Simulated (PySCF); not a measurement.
Unknowns

PySCF calculation with shieldings: GIAO PBE0/pcSseg-1 and GFN2-xTB geometry; fast rotation and ring inversion assumed for equivalent nuclei, non-relativistic Hamiltonian, no solvent, one computed conformer.

Scale: ¹H and ¹³C against TMS (reference shieldings calculated alike). Where no couplings were computed, multiplicities follow the n + 1 count of equivalent neighbours, and m marks all less simple cases (inequivalent or close neighbours, rings, F or P nearby). Shifts are as computed. Against solution values, carbons near 30 ppm lie about +3 ppm off and those near 130 ppm about +5 ppm. Of 1211 compounds with measured shifts, 218 miss one by over three times the rms of a fit or turn the order of signals round; such compounds aren't used in these exercises.

(1) C$_{8}$H$_{6}$N$_{4}$. ¹H NMR (600 MHz, computed): δ 8.20 (d, 1H), 7.72 (m, 1H), 7.20 (d, 1H), 3.13 (s, 3H). ¹³C{¹H} NMR (computed): δ 146.1 (C), 142.9 (C), 133.8 (CH), 121.4 (CH), 119.8 (CH), 118.0 (C), 117.3 (C), 20.7 (CH3). Identify the compound.

(2) C$_{6}$H$_{10}$Cl$_{2}$Si. ¹H NMR (400 MHz, computed): δ 5.88 (m, 1H), 5.37 (m, 1H), 5.08 (m, 1H), 2.09 (m, 2H), 1.42 (m, 2H), 1.10 (t, 3H). ¹³C{¹H} NMR (computed): δ 224.0 (C), 96.1 (CH), 85.1 (CH), 37.0 (CH2), 29.6 (CH2), 17.0 (CH3). Identify the compound.

Results:

(1) SMILES Cc1cccc2c(C#N)nnn12. Rings plus π bonds: 8 (2 rings in the answer). 8 carbon signals for 8 carbons: no two carbons are equivalent. Carbon types of the structure: 4 × C, 3 × CH, 1 × CH3, which accounts for all hydrogens. δC 146.1: ring-fusion aromatic carbon. δC 142.9, 117.3: substituted aromatic carbon next to a ring nitrogen. δC 133.8, 121.4, 119.8: aromatic CH. δC 118.0: nitrile carbon; this is the usual window of a C≡N carbon, which has no attached hydrogen.

The data come from this structure; uniqueness wasn't tested.

(2) `CCCC=C=C[SiH](Cl)Cl`. The formula gives 2 degrees of unsaturation (no ring in the answer). 6 carbon signals for 6 carbons: no two carbons are equivalent. Carbon types of the structure: 1 × C, 2 × CH, 2 × CH2, 1 × CH3, leaving 1 H on heteroatoms. δC 224.0: central carbon of an allene; the central sp carbon of an allene is among the most deshielded carbons of hydrocarbons. δC 96.1, 85.1: terminal carbon of a cumulated C=C=C unit. δH 5.37, 5.08: hydrogen on a terminal carbon of a cumulated C=C=C unit; olefinic region. δH 2.09: hydrogen on an allylic sp3 CH2; allylic position.

This is the structure that produced the data.
